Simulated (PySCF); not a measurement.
```xyz
4
charge -1 multiplicity 1, angstrom
Bi    0.0000    0.0000    0.0000
O     0.0007    0.0000    1.9721
O     1.7075    0.0000   -0.9867
O    -1.7083    0.0000   -0.9854
```

Method: PBE0/[Bi def2-SVPD with ECP60, O def2-SVPD], scalar-relativistic core potentials, density fitting, no spin–orbit coupling, PySCF.

This geometry of BiO₃⁻ is a stationary point at this level.

Problem. What is the point group?

Solution. D3h.

Problem. Is it a minimum?

Solution. Yes: all harmonic wavenumbers are real.

Problem. List the harmonic modes with their infrared intensities.

Solution. 
```json
{"symmetry": "a2''", "ω (cm⁻¹)": "145", "IR (km/mol, summed over degenerate members)": "64.3", "type": "bend"}
{"symmetry": "e'", "ω (cm⁻¹)": "187", "IR (km/mol, summed over degenerate members)": "93.1", "type": "bend"}
{"symmetry": "a1'", "ω (cm⁻¹)": "673", "IR (km/mol, summed over degenerate members)": "0.0", "type": "stretch"}
{"symmetry": "e'", "ω (cm⁻¹)": "684", "IR (km/mol, summed over degenerate members)": "253", "type": "stretch"}
```

Problem. What are the dipole moment and the gap between the highest occupied and lowest empty levels?

Solution. 0.00 D about the centre of mass and 4.35 eV.

Problem. Give the ideal-gas entropy at 298.15 K and 1 bar by parts.

Solution. translation 178.1, rotation 93.1, vibration 34.5, spin 0.0; total 305.6 J/(mol K).

In D3h the vibrations span a2'' + 2e' + a1'. The a1' mode carries no infrared intensity, as symmetry demands.

This need not be the most stable arrangement of these atoms. The lowest empty level of this anion is unbound, so it and the gap depend on the basis. No spin–orbit coupling is included, which matters more the heavier the element.
